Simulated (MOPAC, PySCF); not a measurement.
CH8Si3, SMILES `[SiH3][Si@@H]1C[SiH2]1`, neutral singlet in the gas phase. 

Cartesian coordinates (Å):
SMILES: [SiH3][Si@@H]1C[SiH2]1
```xyz
12

Si     2.1230     0.3797    -0.4201
Si     0.2276    -0.7894     0.2300
C     -1.3946    -0.3070    -0.6562
Si    -1.5287     0.2996     1.1279
H      3.1604     0.3416     0.6443
H      2.7091    -0.1648    -1.6753
H      1.7202     1.7925    -0.6558
H      0.3818    -2.2448     0.4813
H     -1.3263     0.4448    -1.4391
H     -2.0456    -1.1275    -0.9494
H     -2.5225    -0.3916     1.9820
H     -1.5054     1.7672     1.3292
```
Charge 0, spin multiplicity 1.

All levels are single points at this geometry (PBE0-D3(BJ)/def2-TZVP); Pople sets use spherical d functions. Orbital energies aren't observables, and empty levels follow the basis.

BP86/6-31G* in PySCF gives gap (eV) = 4.57.

Problem. Estimate the gap (eV) from each of these levels: PBE0-D3(BJ)/def2-TZVP in PySCF; B3LYP/6-31G* in PySCF; B3LYP/LANL2DZ in PySCF; HF/3-21G in PySCF; HF/6-31G* in PySCF; AM1 in MOPAC; PM3 in MOPAC; PM7 in MOPAC.

Solution. 
```tsv
level	gap (eV)
PBE0-D3(BJ)/def2-TZVP in PySCF	6.18
B3LYP/6-31G* in PySCF	5.96
B3LYP/LANL2DZ in PySCF	6.36
HF/3-21G in PySCF	11.71
HF/6-31G* in PySCF	11.63
AM1 in MOPAC	8.38
PM3 in MOPAC	6.76
PM7 in MOPAC	8.82
```
